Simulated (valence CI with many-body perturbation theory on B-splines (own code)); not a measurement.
Level structure of Mn20+

Calculated by configuration interaction combined with many-body perturbation theory (CI+MBPT): three valence electrons over a frozen Dirac-Fock core [He], radial functions for each j: 11 s, 11 p, 10 d, 8 f, 5 g, 2 h, with the one-electron correlation potential Σ1 (screened to all orders), the two-electron term Σ2, the three-electron term Σ3, Breit, model QED; selected single and double excitations, second order for the rest, scaled by the run's own slope (own B-spline code, finite nucleus).

No measured spectrum was set against this ion. As an estimate, levels of excited configurations hold to 0.05 to 0.15 % of their energy, terms of the ground configuration to about 0.5 %.

Levels 136 to 180 of 205, with energies above the lowest level, (2s^2 2p1/2) J=1/2. "Leading %" is the weight of the configuration and term that name the level; weights of strongly mixed levels are sums over their largest components and can fall short. In the jj column 3d3/2^4 stands for four electrons in 3d with j = 3/2. Lifetimes count E1, E2, E3, M1 and M2 decay at the calculated energies, and are blank where another channel may lead or the interval is too uncertain; long ones can be off by a factor of two.

| No. | Configuration | Term | J | E (eV) | Leading % | Second component | Lifetime | g | Leading jj |
| --- | --- | --- | --- | --- | --- | --- | --- | --- | --- |
| 136 | 2s 2p 4p | 4D | 1/2 | 1295.5 | 75 | 20 % 2s 2p 4p 2P | 728 fs | 0.256 | 2s 2p1/2 4p1/2 (98 %) |
| 137 | 2s 2p 4p | 4D | 3/2 | 1297.7 | 73 | 18 % 2s 2p 4p 4P | 1.25 ps | 1.300 | 2s 2p1/2 4p3/2 (72 %) |
| 138 | 2s 2p 4p | 2P | 3/2 | 1299.0 | 35 | 23 % 2s 2p 4p 4S | 452 fs | 1.439 | 2s 2p1/2 4p1/2 (55 %) |
| 139 | 2s 2p 4s | 4P° | 5/2 | 1299.8 | 98 |  | 627 fs | 1.597 | 2s 2p3/2 4s (98 %) |
| 140 | 2s 2p 4p | 4P | 1/2 | 1300.8 | 68 | 28 % 2s 2p 4p 2P | 652 fs | 2.061 | 2s 2p1/2 4p3/2 (52 %) |
| 141 | 2s 2p 4p | 4D | 5/2 | 1300.8 | 71 | 19 % 2s 2p 4p 4P | 1.21 ps | 1.396 | 2s 2p1/2 4p3/2 (76 %) |
| 142 | 2s 2p 4p | 2P | 1/2 | 1301.1 | 37 | 22 % 2s 2p 4p 2S | 351 fs | 1.173 | 2s 2p1/2 4p1/2 (51 %) |
| 143 | 2s 2p 4p | 2D | 3/2 | 1302.3 | 58 | 19 % 2s 2p 4p 4S | 336 fs | 1.216 | 2s 2p1/2 4p3/2 (76 %) |
| 144 | 2s 2p 4s | 2P° | 3/2 | 1302.5 | 88 | 11 % 2s 2p 4s 4P° | 668 fs | 1.373 | 2s 2p3/2 4s (98 %) |
| 145 | 2s 2p 4d | 4F° | 3/2 | 1303.7 | 78 | 10 % 2s 2p 4d 4D° | 384 fs | 0.546 | 2s 2p1/2 4d3/2 (96 %) |
| 146 | 2s 2p 4d | 4F° | 5/2 | 1304.9 | 55 | 28 % 2s 2p 4d 4D° | 222 fs | 1.181 | 2s 2p1/2 4d5/2 (79 %) |
| 147 | 2s 2p 4d | 4P° | 5/2 | 1307.2 | 35 | 28 % 2s 2p 4d 4F° | 246 fs | 1.287 | 2s 2p1/2 4d3/2 (49 %) |
| 148 | 2s 2p 4d | 4F° | 7/2 | 1307.7 | 63 | 28 % 2s 2p 4d 4D° | 224 fs | 1.283 | 2s 2p1/2 4d5/2 (76 %) |
| 149 | 2s 2p 4d | 4D° | 3/2 | 1308.1 | 52 | 28 % 2s 2p 4d 4P° | 137 fs | 1.276 | 2s 2p1/2 4d3/2 (46 %) |
| 150 | 2s 2p 4d | 4D° | 1/2 | 1308.4 | 82 | 8 % 2s 2p 4d 2P° | 112 fs | 0.278 | 2s 2p1/2 4d3/2 (77 %) |
| 151 | 2s 2p 4f | 4G | 5/2 | 1308.9 | 47 | 22 % 2s 2p 4f 4F | 355 fs | 0.826 | 2s 2p1/2 4f5/2 (99 %) |
| 152 | 2s 2p 4f | 4F | 7/2 | 1309.1 | 29 | 21 % 2s 2p 4f 4D | 372 fs | 1.165 | 2s 2p1/2 4f7/2 (95 %) |
| 153 | 2s 2p 4p | 4P | 3/2 | 1309.2 | 41 | 26 % 2s 2p 4p 2P | 551 fs | 1.514 | 2s 2p3/2 4p1/2 (93 %) |
| 154 | 2s 2p 4p | 4D | 7/2 | 1309.4 | 95 |  | 1.29 ps | 1.414 | 2s 2p3/2 4p3/2 (95 %) |
| 155 | 2s 2p 4p | 4P | 5/2 | 1309.7 | 54 | 27 % 2s 2p 4p 4D | 780 fs | 1.458 | 2s 2p3/2 4p1/2 (82 %) |
| 156 | 2s 2p 4d | 2D° | 3/2 | 1309.7 | 52 | 33 % 2s 2p 4d 2P° | 195 fs | 0.933 | 2s 2p1/2 4d5/2 (42 %) |
| 157 | 2s 2p 4p | 4S | 3/2 | 1310.4 | 41 | 35 % 2s 2p 4p 2P | 463 fs | 1.578 | 2s 2p3/2 4p3/2 (92 %) |
| 158 | 2s 2p 4d | 2F° | 5/2 | 1310.5 | 60 | 16 % 2s 2p 4d 2D° | 148 fs | 1.064 | 2s 2p1/2 4d5/2 (63 %) |
| 159 | 2s 2p 4f | 4F | 3/2 | 1312.0 | 73 | 13 % 2s 2p 4f 4D | 355 fs | 0.562 | 2s 2p1/2 4f5/2 (78 %) |
| 160 | 2s 2p 4f | 4G | 7/2 | 1312.1 | 43 | 34 % 2s 2p 4f 2F | 356 fs | 1.057 | 2s 2p1/2 4f5/2 (78 %) |
| 161 | 2s 2p 4f | 4F | 5/2 | 1312.2 | 34 | 28 % 2s 2p 4f 2F | 354 fs | 1.050 | 2s 2p1/2 4f7/2 (55 %) |
| 162 | 2s 2p 4f | 4G | 9/2 | 1312.2 | 43 | 42 % 2s 2p 4f 4F | 359 fs | 1.229 | 2s 2p1/2 4f7/2 (79 %) |
| 163 | 2s 2p 4p | 2D | 5/2 | 1312.2 | 67 | 25 % 2s 2p 4p 4P | 329 fs | 1.276 | 2s 2p3/2 4p3/2 (79 %) |
| 164 | 2s 2p 4f | 2D | 5/2 | 1312.9 | 39 | 34 % 2s 2p 4f 4G | 354 fs | 0.937 | 2s 2p1/2 4f5/2 (53 %) |
| 165 | 2s 2p 4f | 2G | 7/2 | 1312.9 | 44 | 38 % 2s 2p 4f 4D | 366 fs | 1.135 | 2s 2p1/2 4f7/2 (79 %) |
| 166 | 2s 2p 4p | 2S | 1/2 | 1313.5 | 74 | 15 % 2s 2p 4p 2P | 286 fs | 1.821 | 2s 2p3/2 4p3/2 (95 %) |
| 167 | 2s 2p 4d | 4F° | 9/2 | 1316.0 | 100 |  | 703 fs | 1.332 | 2s 2p3/2 4d5/2 (100 %) |
| 168 | 2s 2p 4d | 4D° | 7/2 | 1316.9 | 64 | 34 % 2s 2p 4d 4F° | 150 fs | 1.358 | 2s 2p3/2 4d5/2 (54 %) |
| 169 | 2s 2p 4d | 4D° | 5/2 | 1317.3 | 55 | 20 % 2s 2p 4d 4P° | 139 fs | 1.335 | 2s 2p3/2 4d3/2 (90 %) |
| 170 | 2s 2p 4d | 4P° | 3/2 | 1317.7 | 61 | 35 % 2s 2p 4d 4D° | 143 fs | 1.511 | 2s 2p3/2 4d3/2 (91 %) |
| 171 | 2s 2p 4d | 4P° | 1/2 | 1317.9 | 90 | 9 % 2s 2p 4d 4D° | 163 fs | 2.408 | 2s 2p3/2 4d3/2 (97 %) |
| 172 | 2s 2p 4d | 2D° | 5/2 | 1318.7 | 49 | 27 % 2s 2p 4d 2F° | 171 fs | 1.180 | 2s 2p3/2 4d5/2 (89 %) |
| 173 | 2s 2p 4d | 2P° | 3/2 | 1320.0 | 59 | 28 % 2s 2p 4d 2D° | 172 fs | 1.195 | 2s 2p3/2 4d5/2 (88 %) |
| 174 | 2s 2p 4d | 2F° | 7/2 | 1320.9 | 92 | 6 % 2s 2p 4d 4D° | 118 fs | 1.161 | 2s 2p3/2 4d3/2 (52 %) |
| 175 | 2s 2p 4f | 4F | 7/2 | 1321.4 | 45 | 26 % 2s 2p 4f 4G | 355 fs | 1.155 | 2s 2p3/2 4f5/2 (95 %) |
| 176 | 2s 2p 4f | 4F | 9/2 | 1321.5 | 53 | 46 % 2s 2p 4f 4G | 354 fs | 1.256 | 2s 2p3/2 4f7/2 (74 %) |
| 177 | 2s 2p 4d | 2P° | 1/2 | 1321.7 | 91 | 7 % 2s 2p 4d 4D° | 148 fs | 0.652 | 2s 2p3/2 4d5/2 (95 %) |
| 178 | 2s 2p 4f | 4F | 5/2 | 1321.7 | 42 | 29 % 2s 2p 4f 4D | 355 fs | 1.094 | 2s 2p3/2 4f5/2 (99 %) |
| 179 | 2s 2p 4f | 2F | 7/2 | 1321.9 | 45 | 24 % 2s 2p 4f 4D | 360 fs | 1.175 | 2s 2p3/2 4f7/2 (95 %) |
| 180 | 2s 2p 4f | 4G | 11/2 | 1321.9 | 100 |  | 354 fs | 1.271 | 2s 2p3/2 4f7/2 (100 %) |

Where two levels of one J and parity lie close, their mixing, g and order are uncertain.
